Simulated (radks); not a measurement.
Results of a calculation; reference values are marked as such.
The vanadium ion V2+, 21 electrons, occupied as [Ar] 3d2 4p1 (not the ground configuration).

Level of theory: Dirac Kohn-Sham, PBE, spin-unpolarised, spherical densities, finite nucleus; open shells fill j = l - 1/2 first; Fermi nuclear charge, rms radius 3.6002 fm (a radial shooting solver on a logarithmic mesh with Libxc functionals).

Energy parts (eV):
part                      energy
total                 -25791.801
kinetic                26070.693
electron-nucleus      -60933.800
Hartree                10280.971
exchange-correlation   -1209.665

Orbitals (lengths in bohr, moments of r in powers of bohr; r(max) is where P^2 peaks; r(90%) holds 90 % of the orbital's charge):
| orbital | occ. | eigenvalue (eV) | r(max) | <r> | r(90%) | <1/r> |
|---|---|---|---|---|---|---|
| 1s1/2 | 2 | -5388.363 | 0.04349 | 0.06644 | 0.119 | 22.84 |
| 2s1/2 | 2 | -627.7641 | 0.2556 | 0.3081 | 0.479 | 4.813 |
| 2p1/2 | 2 | -532.9700 | 0.2066 | 0.2722 | 0.448 | 4.748 |
| 2p3/2 | 4 | -525.8742 | 0.2089 | 0.2750 | 0.452 | 4.682 |
| 3s1/2 | 2 | -94.3153 | 0.8165 | 0.9383 | 1.40 | 1.503 |
| 3p1/2 | 2 | -68.4294 | 0.8354 | 0.9914 | 1.52 | 1.385 |
| 3p3/2 | 4 | -67.5676 | 0.8417 | 0.9991 | 1.53 | 1.371 |
| 3d3/2 | 2 | -27.7735 | 0.8566 | 1.206 | 2.02 | 1.075 |
| 3d5/2 | 0 | -27.6915 | 0.8585 | 1.209 | 2.03 | 1.072 |
| 4p1/2 | 1 | -15.3112 | 2.753 | 3.107 | 4.55 | 0.4205 |
| 4p3/2 | 0 | -15.2188 | 2.770 | 3.124 | 4.58 | 0.4179 |

The highest occupied level is 4p1/2 at -15.311 eV. The configuration is held as typed, so some empty levels lie below it. Summed over all electrons, <r^2> = 24.40 bohr^2, which gives a Langevin (diamagnetic) susceptibility term of -19.3 x 10^-6 cm^3/mol. The density falls to 0.001 e/bohr^3 at r = 4.07 bohr.
